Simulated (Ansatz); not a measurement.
The first iterations of a band of BClH₅NO (9 atoms, charge 0, multiplicity 1).

Theory: Ansatz, RKS PBE-D4/6-31G*.

```yaml
movable_images: 9
climbing_image: yes
spring: 5.0 eV/Å²
optimiser: quadratic models (default)
start_path: through a guess of the saddle point
force_threshold: 0.03 eV/Å
iteration_limit: 60
end_points: relaxed
```

Image 0:

```xyz
9
Properties=species:S:1:pos:R:3
B -0.014 0.163 0.387
O -0.296 -0.600 1.542
H -1.236 -0.861 1.551
H 1.124 0.081 -0.028
Cl -1.301 0.031 -0.998
N -0.162 1.799 0.807
H -1.136 2.031 1.049
H 0.126 2.410 0.032
H 0.431 1.994 1.625
```

Image 10:

```xyz
9
Properties=species:S:1:pos:R:3
B -0.029 0.720 -0.265
O -0.104 -0.436 2.303
H -0.864 -0.904 1.901
H 1.045 0.224 -0.440
Cl -1.505 -0.168 -0.777
N -0.184 2.015 0.251
H -1.080 2.497 0.303
H 0.619 2.594 0.489
H -0.361 0.504 2.201
```

| iteration | highest image above the first end (eV) | largest band force component (eV/Å) |
| --- | --- | --- |
| 1 | 3.596 | 17.318 |
| 2 | 1.909 | 2.332 |
| 3 | 1.276 | 2.352 |

**Question.** Does the band converge within its limit, and where does its top end?

**Answer.** The run converged. It ended after 11 iterations with the highest image 1.030 eV above the first end. A vibrational analysis at the climbing image gives one clearly imaginary mode, 953i cm⁻¹: a first-order saddle point. The orbitals stay closed-shell, which can raise the energy where a bond breaks towards radicals; this wasn't checked here.

The run took 110 s on 1 thread of Intel(R) Xeon(R) 6975P-C (Granite Rapids) (shared host), peak memory 0.13 GiB.
